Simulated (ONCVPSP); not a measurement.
# nickel: one change to an ONCV potential, before and after

| Quantity | Value |
| --- | --- |
| Element | Ni (Z = 28) |
| Generator | ONCVPSP 4.0.1 |
| Type | optimised norm-conserving Vanderbilt (ONCV) |
| Functional | PBE |
| Relativity | scalar-relativistic |
| Frozen core | [Ne] |
| Valence charge | 18 |
| Reference configuration | 3s2 3p6 3d8 (charge +2) |
| Partial waves | 3s: rc 0.95 bohr, ncon 4, nbas 8, qcut 15.1 1/bohr, 2 projectors, debl 0.7 Ha; 3p: rc 1.15 bohr, ncon 4, nbas 7, qcut 12.5 1/bohr, 2 projectors, debl 0.7 Ha; 3d: rc 0.90 bohr, ncon 4, nbas 8, qcut 16.4 1/bohr, 2 projectors, debl 1.3 Ha |
| Local potential | polynomial inside 0.70 bohr (lpopt 2, dvloc0 -1 Ha) |
| Core correction | Teter function, fcfact 4.25, rcfact 1.65 |

In the s channel the program set the typed energies aside and used -4.805, 0.250 Ha. In the p channel the program set the typed energies aside and used -3.348, 0.250 Ha.

All-electron outer shells of the reference configuration (PBE, scalar-relativistic, ld1.x):

| shell | level (eV) | outermost node (bohr) | outermost maximum (bohr) |
| --- | --- | --- | --- |
| 3s | -130.75 | 0.30 | 0.64 |
| 3p | -91.10 | 0.27 | 0.65 |
| 3d | -28.37 | – | 0.63 |

Change: all radii but the core radius scaled by about 1.20 (s 1.14, p 1.38, d 1.08 bohr); local potential polynomial inside 0.84 bohr (lpopt 2, dvloc0 -1 Ha).

Cutoffs: the cutoffs (Ha) at which the residual kinetic energy of the hardest occupied pseudo-wave falls to 1 and 0.1 mHa per electron; they do not see the model core or the augmentation charge, which bear on the density cutoff. Errors are all-electron minus pseudo energies relative to the spin-unpolarised reference configuration.

Q: What does the change do?

A: The potential gets softer (108 Ha and 122 Ha → 93 Ha and 106 Ha); of the 4 tests that both files solve, the error grows in 4 and shrinks in 0 by more than 15 % and 0.3 meV (median size 2.4 → 3.9 meV); neither file shows a bound ghost. A larger radius leaves more room for a smooth pseudo-wave, so fewer plane waves are needed. More of the atom is replaced by a form fitted at one configuration, so other configurations suffer.

| quantity | base | changed |
| --- | --- | --- |
| cutoff, loose | 108 Ha | 93 Ha |
| cutoff, tight | 122 Ha | 106 Ha |
| loose cutoff by channel | s 72 Ha, p 44 Ha, d 108 Ha | s 65 Ha, p 42 Ha, d 93 Ha |
| bound ghosts | none | none |
| GHOST(+) flags under 300 eV | none | none |
| error for 3s2 3p6 3d8 4s2, meV [ΔE -26.67 eV] | +3.5 | +4.4 |
| error for 3s2 3p6 3d8 4s1, meV [ΔE -17.35 eV] | +1.8 | +2.1 |
| error for 3s2 3p6 3d7, meV [ΔE 37.47 eV] | +2.2 | +5.3 |
| error for 3s2 3p6 3d8 4s1.5, meV [ΔE -22.96 eV] | +2.7 | +3.3 |
| rms error of d²Exc/dni dnj with the model core, mHa | 1.90 | 2.39 |
